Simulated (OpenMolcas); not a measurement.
Ionisation energies of scandium

```json
{"Program": "OpenMolcas 26.06", "Basis": "ANO-RCC-VTZP [6s5p3d2f1g]", "Scalar Hamiltonian": "DKH2, point nucleus", "Spin-orbit coupling": "RASSI with atomic mean-field integrals over the reference wave functions, term energies averaged over their components"}
```

Active shells in each charge state: the valence d, s shells, with orbitals averaged over the low states. Where CASPT2's correlated closed shells are named, they are those of the first ion.

A. CASSCF
B. SS-CASPT2, IPEA 0.25 Eh, imaginary shift 0.1 Eh (closed shells correlated: 3s 3p)
C. SS-CASPT2, IPEA 0.25 Eh, imaginary shift 0.1 Eh (closed shells correlated: 2s 2p 3s 3p)
D. SS-CASPT2, IPEA 0 Eh, imaginary shift 0.1 Eh (closed shells correlated: 3s 3p)

Energies in eV between the lowest computed levels, named as in B; reference values from the NIST Atomic Spectra Database with their kind.

```csv
From,To,A,B,C,D,Spin-orbit share in B,Reference
Sc 3d 4s2 2D 3/2,Sc+ 3d 4s 3D1,5.219,6.190,6.191,6.293,-0.001,6.561 (measured)
Sc+ 3d 4s 3D1,Sc2+ 3d 2D 3/2,11.990,12.757,12.763,12.818,-0.003,12.800 (measured)
```

Error against the reference values, in %:

```json
{"From": "Sc", "Reference": "measured", "A": "-20.5", "B": "-5.7", "C": "-5.6", "D": "-4.1"}
{"From": "Sc+", "Reference": "measured", "A": "-6.3", "B": "-0.3", "C": "-0.3", "D": "+0.1"}
```

Mean absolute error over the 2 measured values: A 1.08 eV, B 0.21 eV, C 0.20 eV, D 0.14 eV. D lies closest.

The lowest level within the active space need not be the ion's true ground level.
